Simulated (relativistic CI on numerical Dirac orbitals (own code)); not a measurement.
## Hyperfine structure of In XLII, mass number 113

Computed by Dirac-Coulomb-Breit CI, separate exchange-only KLI orbitals for each configuration, a model potential for QED, unscaled Slater integrals (own radial code, finite nucleus).

CI space (outside the closed core 1s2): 2s²2p⁴, 2s2p⁵, 2p⁶, 2p⁵3s, 2p⁵3p, 2p⁵3d, 2s²2p³3s, 2s²2p³3p, 2s²2p³3d, 2s2p⁴3s, 2s2p⁴3p, 2s2p⁴3d, 2s²2p³4s, 2s²2p³4p, 2s²2p³4d, 2s²2p³4f. Levels of other configurations are missing.

Nuclear spin I = 9/2, μ = 5.5208 μN, Q = 0.761 b (tables of Stone and Pyykkö). The electronic factors are computed for point nuclear moments, without core polarisation or the Bohr-Weisskopf and QED corrections.

```json
{"Level": "2s²2p⁴ ³P2", "E (10³ cm⁻¹)": "0.0", "A (GHz)": "261.9", "B (GHz)": "51.2"}
{"Level": "2s²2p⁴ ³P1", "E (10³ cm⁻¹)": "1738.4", "A (GHz)": "-80.37", "B (GHz)": "-155"}
{"Level": "2s²2p⁴ ¹D2", "E (10³ cm⁻¹)": "1866.3", "A (GHz)": "620.6", "B (GHz)": "-363"}
{"Level": "2s2p⁵ ³P°2", "E (10³ cm⁻¹)": "3591.4", "A (GHz)": "1515", "B (GHz)": "-309"}
{"Level": "2s2p⁵ ³P°1", "E (10³ cm⁻¹)": "3962.3", "A (GHz)": "-864.7", "B (GHz)": "-65.4"}
{"Level": "2s2p⁵ ¹P°1", "E (10³ cm⁻¹)": "5639.0", "A (GHz)": "3340", "B (GHz)": "-89.7"}
```

Levels with J = 0, under 50 % of one LS term, or S terms without an open s electron are left out. Small factors come from cancelling terms and can be off by tens of per cent or more.

At this charge energies of transitions that change n are usually good to better than 1 %, and those within a shell (Δn = 0) to a few per cent.

(1) Give the hyperfine levels of 2s²2p⁴ ³P2 relative to its centre of gravity.

## Answers

(1) With K = F(F + 1) − I(I + 1) − J(J + 1), E = AK/2 + B[¾K(K + 1) − I(I + 1)J(J + 1)]/[2I(2I − 1)J(2J − 1)]: F = 5/2: -2857, F = 7/2: -1963, F = 9/2: -800.6, F = 11/2: 639.8, F = 13/2: 2370 GHz.

LS names give the leading component of a level, which can be under half, so a name can repeat, a term be missing and a line seem to break the LS rules.
